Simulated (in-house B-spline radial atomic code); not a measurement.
Relativistic effects in Cu VIII (Cu7+), [Ar] 3d4: non-relativistic Hartree-Fock (point nucleus) against Dirac-Hartree-Fock (Fermi nucleus of rms radius 3.8823 fm), both averages of the configuration, computed with a B-spline radial code for spherical atoms.

```tsv
orbital	ε NR (Eh)	ε Dirac (Eh)	<r> NR (bohr)	<r> Dirac (bohr)	change of <r> (%)
1s1/2	-334.86	-338.7	0.05289	0.05211	-1.5
2s1/2	-47.037	-47.87	0.2373	0.2337	-1.5
2p1/2	-41.821	-42.501	0.2072	0.2036	-1.7
2p3/2	-41.821	-41.739	0.2072	0.2069	-0.2
3s1/2	-10.593	-10.744	0.6811	0.6732	-1.2
3p1/2	-8.7966	?	0.6927	?	?
3p3/2	-8.7966	-8.7923	0.6927	0.6919	-0.1
3d3/2	-6.1328	-6.1167	0.6949	0.6952	0.0
3d5/2	-6.1328	?	0.6949	?	?
```

**Question.** What happens to 3p1/2?

**Answer.** Its energy goes to -8.9088 hartree and <r> to 0.6846 bohr (-1.17 %).

**Question.** What happens to 3d5/2?

**Answer.** Its energy goes to -6.1005 hartree and <r> to 0.6974 bohr (+0.36 %).

**Question.** What explains the pattern of contraction and expansion?

**Answer.** Expansion is seen in 3d5/2. The s and p1/2 orbitals contract directly, screen the nucleus better, and so push out orbitals that have little density near the nucleus; spin-orbit coupling adds to this for j = l + 1/2 and opposes it for j = l - 1/2.

**Question.** By how much does the total energy change?

**Answer.** By -14.582 hartree, from -1622.765 to -1637.347.
